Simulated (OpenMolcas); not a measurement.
## Ionisation energies of fluorine

```
Program             : OpenMolcas 26.06
Basis               : ANO-R2 [4s4p2d1f]
Scalar Hamiltonian  : X2C, finite nucleus
Spin-orbit coupling : RASSI with atomic mean-field integrals over the reference wave functions, term energies averaged over their components
```

Active shells in each charge state: the valence s, p shells, with orbitals averaged over the low states. Where CASPT2's correlated closed shells are named, they are those of the first ion.

A. CASSCF
B. SS-CASPT2, IPEA 0.25 Eh, imaginary shift 0.1 Eh (closed shells correlated: 1s)
C. SS-CASPT2, IPEA 0 Eh, imaginary shift 0.1 Eh (closed shells correlated: 1s)
D. SS-CASPT2, IPEA 0.25 Eh, imaginary shift 0.1 Eh (closed shells correlated: none)

Energies in eV between the lowest computed levels, named as in B; reference values from the NIST Atomic Spectra Database with their kind.

```tsv
From	To	A	B	C	D	Spin-orbit share in B	Reference
F3+ 2s2 2p2 3P0	F4+ 2s2 2p 2P* 1/2	85.899	86.920	86.962	86.878	-0.007	87.175 (semi-empirical)
F4+ 2s2 2p 2P* 1/2	F5+ 2s2 1S0	112.859	113.875	113.912	113.826	+0.058	114.249 (semi-empirical)
F5+ 2s2 1S0	F6+ 2s 2S 1/2	157.023	157.068	157.069	157.078	+0.000	157.163 (measured)
F6+ 2s 2S 1/2	F7+ 1s2 1S0	185.040	185.095	185.095	185.040	+0.000	185.187 (measured)
```

Steps that some method lacks are left out, and so are those with a state whose active s or d shell is doubly occupied in every root (s and p with five to eight electrons, d10) over a frozen core shell of the same l, since the two then mix freely.

Error against the reference values, in %:

```json
{"From": "F3+", "Reference": "semi-empirical", "A": "-1.5", "B": "-0.3", "C": "-0.2", "D": "-0.3"}
{"From": "F4+", "Reference": "semi-empirical", "A": "-1.2", "B": "-0.3", "C": "-0.3", "D": "-0.4"}
{"From": "F5+", "Reference": "measured", "A": "-0.1", "B": "-0.1", "C": "-0.1", "D": "-0.1"}
{"From": "F6+", "Reference": "measured", "A": "-0.1", "B": "0", "C": "0", "D": "-0.1"}
```

Mean absolute error over the 2 measured values: A 0.14 eV, B 0.09 eV, C 0.09 eV, D 0.12 eV.

* marks odd parity.
